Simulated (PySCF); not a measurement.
**Interval between two levels of Co+ by level of theory**

Co+ [Ar] 3d8 [3F4, M_J = 4] → Co+ [Ar] 3d7 4s1 [5F5, M_J = 5], as a difference of total energies. All numbers are calculated (PySCF 2.14, the two-component X2C-1e Hamiltonian, in x2c-SVPall-2c with one added diffuse shell each of s, d type (6s5p4d1f, 48 functions)). Correlated levels: [Ne] frozen; the 6 highest virtual spinors dropped. "Screened" scales the spin-orbit matrix elements by Boettger's factors to mimic the two-electron term; Breit and QED terms are absent.

```tsv
method	interval between two levels (cm⁻¹)
GHF (spin-free)	-11520
GMP2 (spin-free)	4515.9
GHF (screened spin-orbit)	-11627
GMP2 (screened spin-orbit)	4412.1
```

Errors of the correlated levels include the incompleteness of this basis and the frozen core.

The labels give the starting determinants; with spin-orbit coupling the two ends relaxed to ⟨J²⟩ = 20.01, ⟨L²⟩ = 12.01, ⟨S²⟩ = 2.01 and ⟨J²⟩ = 30.01, ⟨L²⟩ = 12.02, ⟨S²⟩ = 6.00.

For comparison: 3350.5 cm⁻¹ (measured; NIST Handbook of Basic Atomic Spectroscopic Data (Sansonetti and Martin, J. Phys. Chem. Ref. Data 34, 1559 (2005))).
